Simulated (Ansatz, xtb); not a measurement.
Pulling on the Ge1–H3 bond in GeH4O (SMILES [OH][GeH3]) (multiplicity 1 held, fragments rigid). Energies count from the point at 1.542 Å.
Geometry at that point (charge 0, multiplicity 1):
```xyz
6

Ge    -0.3290     0.0681     0.0733
O      1.3571    -0.3572    -0.3717
H     -0.5445    -0.1551     1.5839
H     -1.1863    -0.8852    -0.7652
H     -0.6085     1.5428    -0.2811
H      2.0121     0.1748     0.0902
```

Restricted levels (R-, RO-) in cc, def2 and unpolarised 6-31G sets keep to the state of the molecule at rest. U- levels take the lowest unrestricted solution at each point, which mixes spins at long bonds. Active spaces are followed from a long bond inwards. Levels need not reach the same state.

Correlated levels freeze the cores. Filled d and f shells under p-block atoms count as core.

Codes used: Ansatz (a quantum-chemistry and plane-wave program) with Gaussian orbitals; xtb for the GFN methods. Each number belongs to the level named beside it. The GFN methods have no spin term and hold the electronic entropy of 300 K.

```
level                                  energy at R = 4.935 Å (kcal/mol)
-------------------------------------  --------------------------------
GFN2-xTB                                                          92.65
R-HF/cc-pVDZ                                                     170.05
R-MP2/cc-pVDZ                                                    113.24
U-MP2/cc-pVDZ                                                (withheld)
R-SCS-MP2/cc-pVDZ                                            (withheld)
U-SCS-MP2/cc-pVDZ                                                 85.03
U-CCSD/cc-pVDZ                                                    85.37
FIC-NEVPT4(SD) on CASSCF(2,2)/cc-pVDZ                             85.20
FIC-MRCISD+Q on CASSCF(2,2)/cc-pVDZ                               85.70
```

**Question.** Some entries are withheld; supply them.

**Answer.** 
- U-MP2/cc-pVDZ, energy at R = 4.935 Å (kcal/mol): 82.60
- R-SCS-MP2/cc-pVDZ, energy at R = 4.935 Å (kcal/mol): 103.96

Doubts at one or more of the structures used: a restricted determinant that unrestricted orbitals would lower (R-HF/cc-pVDZ, R-MP2/cc-pVDZ, R-SCS-MP2/cc-pVDZ); a spin-contaminated determinant (U-MP2/cc-pVDZ, U-SCS-MP2/cc-pVDZ, U-CCSD/cc-pVDZ).
